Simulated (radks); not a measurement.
Spherical quantum dot in the effective-mass picture: electrons in a parabolic well V = omega^2 r^2 / 2 with omega = 1.52, all in effective atomic units (hartree* = m*/eps^2 hartree, bohr* = eps/m* bohr), one dielectric constant everywhere. Calculated with a radial shooting solver with Libxc functionals: non-relativistic Kohn-Sham, LDA (Slater exchange, Perdew-Wang correlation), spin-polarised, spherical densities. Levels are named by radial order and angular momentum (1s, 1p, 1d, 2s, ...), and open shells are averaged over m.

N = 10, configuration 1s2 1p6 1d(up 2, down 0). This is the lowest configuration that the search found. Occupied and some empty levels:

| level | occupation | eigenvalue (hartree*) | <r> (bohr*) |
|---|---|---|---|
| 1s up | 1 | 8.5442 | 1.153 |
| 1s down | 1 | 8.5888 | 1.143 |
| 1p up | 3 | 9.5133 | 1.461 |
| 1p down | 3 | 9.5735 | 1.457 |
| 1d up | 2 | 10.582 | 1.690 |
| 1d down | 0 | 10.648 | 1.690 |
| 2s up | 0 | 10.761 | 1.511 |
| 2s down | 0 | 10.806 | 1.517 |
| 1f up | 0 | 11.730 | 1.880 |
| 1f down | 0 | 11.795 | 1.883 |
| 2p up | 0 | 11.970 | 1.727 |
| 2p down | 0 | 12.013 | 1.730 |

Energy (hartree*): total 66.1270, kinetic 13.626, external 26.704, Hartree 31.067, exchange-correlation -5.2702.
